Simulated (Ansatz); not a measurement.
The cluster PSe3, relaxed as a doublet with UKS r2SCAN-D4/def2-SVP in Ansatz, starting from the GFN1-xTB geometry. Force threshold 0.02 eV/Å.

The charge 0 doublet is spin-contaminated (final ⟨S²⟩ up to 1.05, 0.75 for a pure state). Another isomer (doublet) lies 1.22 eV lower at PBE0-D4/def2-TZVP; other spin states weren't run for this one.

Start:

```xyz
4

P    -2.261    1.140    1.147
Se    0.218   -1.102   -0.614
Se    2.355   -0.990   -1.101
Se   -0.312    0.952    0.568
```

```json
{"step": "1", "energy (eV)": "-205309.4337", "largest force component (eV/Å)": "1.158", "SCF passes": "29"}
{"step": "2", "energy (eV)": "-205309.5323", "largest force component (eV/Å)": "0.699", "SCF passes": "32"}
{"step": "3", "energy (eV)": "-205309.5731", "largest force component (eV/Å)": "0.491", "SCF passes": "34"}
{"step": "4", "energy (eV)": "-205309.5796", "largest force component (eV/Å)": "0.513", "SCF passes": "37"}
{"step": "5", "energy (eV)": "-205309.5886", "largest force component (eV/Å)": "0.052", "SCF passes": "32"}
{"step": "6", "energy (eV)": "-205309.5888", "largest force component (eV/Å)": "0.016", "SCF passes": "27"}
{"step": "7", "energy (eV)": "-205309.5890", "largest force component (eV/Å)": "0.007", "SCF passes": "28"}
```

Force components are those of the run's own axes.

End:

```xyz
4

P    -2.3291    1.2427    1.0522
Se    0.2794   -1.2779   -0.5828
Se    2.3653   -0.9409   -1.2300
Se   -0.3155    0.9761    0.7606
```

By distances, no bond broke or formed. The bond that changes most is Se2–Se4, from 2.43 to 2.69 Å (atoms count from 1).

The force fell under the threshold at step 6, but the optimiser went on. No frequencies were taken in this run, so the end may be a saddle point.

Hardware: 4 threads of Intel Xeon 6975P-C on a shared host. Wall time 11 s.
